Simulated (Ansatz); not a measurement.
`FC1=C[SiH2]O1` + H₂ → `C1=C[SiH2]O1` + H–F at 700 K and 1 bar (hydrogenolysis of a C–F bond).

Program: Ansatz. Geometries: PBE0-D4/def2-TZVP. ΔE: electronic, gas phase. CBS: MP2 limit from def2 TZ/QZ plus the TZ coupled-cluster correction, frozen cores. This one scheme is used for every species.

```json
{"species": "`FC1=C[SiH2]O1`", "CCSD(T)/CBS energy (Eh)": "-541.93108", "H − E (kJ/mol)": "180.3", "S (J/(mol·K))": "390.2"}
{"species": "H₂", "CCSD(T)/CBS energy (Eh)": "-1.17544", "H − E (kJ/mol)": "46.8", "S (J/(mol·K))": "155.3"}
{"species": "`C1=C[SiH2]O1`", "CCSD(T)/CBS energy (Eh)": "-442.73880", "H − E (kJ/mol)": "193.8", "S (J/(mol·K))": "364.3"}
{"species": "H–F", "CCSD(T)/CBS energy (Eh)": "-100.39570", "H − E (kJ/mol)": "45.2", "S (J/(mol·K))": "198.5"}
```

H − E and S are ideal-gas, rigid-rotor, harmonic terms from PBE0-D4/def2-TZVP. The MP2-based limit puts H₂ 0.8 mEh under its directly extrapolated value; such offsets cancel only in part. 1 Eh = 2625.50 kJ/mol, R = 8.31446 J/(mol·K).

Task: By hand: ΔE, ΔH, ΔS and ΔG.

Result: ΔE = (-442.73880) + (-100.39570) − (-541.93108) − (-1.17544) = -0.02798 Eh = -73.5 kJ/mol. Δ(H − E) = 193.8 + 45.2 − 180.3 − 46.8 = 11.9, so ΔH = -61.6 kJ/mol. ΔS = 364.3 + 198.5 − 390.2 − 155.3 = 17.3 J/(mol·K). ΔG = -61.6 − 700 × (17.3)/1000 = -73.7 kJ/mol.

Task: By hand: the equilibrium constant, and the temperature at which ΔG would vanish if ΔH and ΔS stayed fixed.

Result: log₁₀ K = −ΔG/(RT ln 10) = 5.5. ΔH and −TΔS have one sign here, so there is no such temperature.

ΔH outweighs TΔS. A doubt of 5 kJ/mol in ΔE shifts log₁₀ K by 0.4 here. These are equilibria of isolated gas molecules and say nothing of rates. Largest T1 diagnostic: 0.014 (customary marks: 0.02 for closed shells, 0.045 for open ones).
